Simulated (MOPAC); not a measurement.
Job for MOPAC: AM1 on AlBrH2 (SMILES [AlH2][Br]), a point of a bond scan (R = 1.883 Å).

```
AM1 1SCF PRECISE CHARGE=0 THREADS=1
AlBrH2

Al    -0.83541046 1    -1.29867282 1     0.20638148 1
H     -0.22225306 1    -2.53565099 1     1.48724574 1
H     -2.12574011 1    -1.47940621 1    -0.66846947 1
Br     0.38030063 1     0.59118974 1    -0.09395023 1
```

It printed:

```
*******************************************************************************
 **                                                                           **
 **                              MOPAC v23.2.5                                **
 **                                                                           **
 *******************************************************************************
 ** MOPAC's Digital Object Identifier: https://doi.org/10.5281/zenodo.6511958 **
 **                                                                           **
 ** Please cite the open-source release paper for use of this MOPAC version:  **
 ** J. E. Moussa and J. J. P. Stewart (2026)                                  **
 ** MOPAC: An open-source semiempirical molecular orbital program             **
 ** J. Open Source Softw., 11(119), 8025, https://doi.org/10.21105/joss.08025 **
 *******************************************************************************

                              AM1 CALCULATION RESULTS

 *******************************************************************************
 *  AM1        - The AM1 Hamiltonian to be used
 *
 *
 *
 *                 CHARGE ON SYSTEM = 0
 *
 *
 *
 *  PRECISE    - TIGHTER CRITERIA TO BE USED
 *  1SCF       - DO 1 SCF AND THEN STOP
 *  THREADS=1  - MULTI-THREADING NOT USED
 *  T=         - A TIME OF 172800.0 SECONDS REQUESTED
 *  DUMP=N     - RESTART FILE WRITTEN EVERY 7200.0 SECONDS REQUESTED
 *******************************************************************************
AM1 1SCF PRECISE CHARGE=0 THREADS=1
 AlBrH2

   ATOM   CHEMICAL          X               Y               Z
  NUMBER   SYMBOL      (ANGSTROMS)     (ANGSTROMS)     (ANGSTROMS)

     1      Al         -0.83541046  *  -1.29867282  *   0.20638148  *
     2       H         -0.22225306  *  -2.53565099  *   1.48724574  *
     3       H         -2.12574011  *  -1.47940621  *  -0.66846947  *
     4      Br          0.38030063  *   0.59118974  *  -0.09395023  *



          CARTESIAN COORDINATES

    NO.       ATOM           X           Y           Z

     1        Al         -0.8354     -1.2987      0.2064
     2         H         -0.2223     -2.5357      1.4872
     3         H         -2.1257     -1.4794     -0.6685
     4        Br          0.3803      0.5912     -0.0940

  H: (AM1): M.J.S. DEWAR ET AL, J. AM. CHEM. SOC. 107 3902-3909 (1985)
 Al: (AM1): M. J. S. Dewar, A. J. Holder, Organometallics, 9, 508-511 (1990).
 Br: (AM1): M.J.S. DEWAR AND E. G. ZOEBISCH, THEOCHEM, 180, 1 (1988).

           Empirical Formula: H2 Al Br  =     4 atoms



      MOLECULAR POINT GROUP   :   Cs


      RHF CALCULATION, NO. OF DOUBLY OCCUPIED LEVELS = 6


 -------------------------------------------------------------------------------
 AM1 1SCF PRECISE CHARGE=0 THREADS=1
 AlBrH2



     1SCF WAS SPECIFIED, SO BFGS WAS NOT USED
     SCF FIELD WAS ACHIEVED


                              AM1 CALCULATION
                                                       MOPAC v23.2.5 Linux




          FINAL HEAT OF FORMATION =          2.46445 KCAL/MOL =      10.31125 KJ/MOL


          COSMO AREA              =        101.77 SQUARE ANGSTROMS
          COSMO VOLUME            =         88.59 CUBIC ANGSTROMS

          IONIZATION POTENTIAL    =         10.298277 EV
          HOMO LUMO ENERGIES (EV) =        -10.298 -1.657
          NO. OF FILLED LEVELS    =          6
          MOLECULAR WEIGHT        =        108.9013         POINT GROUP:  Cs

          MOLECULAR DIMENSIONS (Angstroms)

            Atom       Atom       Distance
           Br     4    H     2     3.55533
            H     3    H     2     2.63374
           Al     1    H     2     0.00000


          SCF CALCULATIONS        =          1





   ATOM   CHEMICAL          X               Y               Z
  NUMBER   SYMBOL      (ANGSTROMS)     (ANGSTROMS)     (ANGSTROMS)

     1      Al         -0.83541046  *  -1.29867282  *   0.20638148  *
     2       H         -0.22225306  *  -2.53565099  *   1.48724574  *
     3       H         -2.12574011  *  -1.47940621  *  -0.66846947  *
     4      Br          0.38030063  *   0.59118974  *  -0.09395023  *

                             CARTESIAN COORDINATES

   1   Al       -0.835410460    -1.298672820     0.206381480
   2    H       -0.222253060    -2.535650990     1.487245740
   3    H       -2.125740110    -1.479406210    -0.668469470
   4   Br        0.380300630     0.591189740    -0.093950230


           Empirical Formula: H2 Al Br  =     4 atoms



      MOLECULAR POINT GROUP   :   Cs


                  EIGENVALUES
 -30.82280 -15.01128 -12.31122 -11.75220 -11.41328 -10.29828  -1.65749  -0.59359
   0.76033   1.88796


              NET ATOMIC CHARGES AND DIPOLE CONTRIBUTIONS

  ATOM NO.   TYPE          CHARGE      No. of ELECS.   s-Pop       p-Pop
    1         Al           0.169903        2.8301     1.17238     1.65772
    2          H           0.008459        0.9915     0.99154
    3          H          -0.021655        1.0217     1.02165
    4         Br          -0.156707        7.1567     1.95928     5.19742
 DIPOLE           X         Y         Z       TOTAL
 POINT-CHG.    -0.756    -1.454     0.369     1.680
 HYBRID        -0.011     0.210    -0.146     0.256
 SUM           -0.767    -1.244     0.223     1.478


          ATOMIC ORBITAL ELECTRON POPULATIONS

     Atom    s        px        py        pz
    1 Al   1.17238   0.58909   0.57527   0.49335
    2  H   0.99154
    3  H   1.02165
    4 Br   1.95928   1.76937   1.51179   1.91626

 **********************
 *                    *
 * JOB ENDED NORMALLY *
 *                    *
 **********************




 == MOPAC DONE ==
```

The run finished.

Cost: very roughly 0.04 core-seconds.
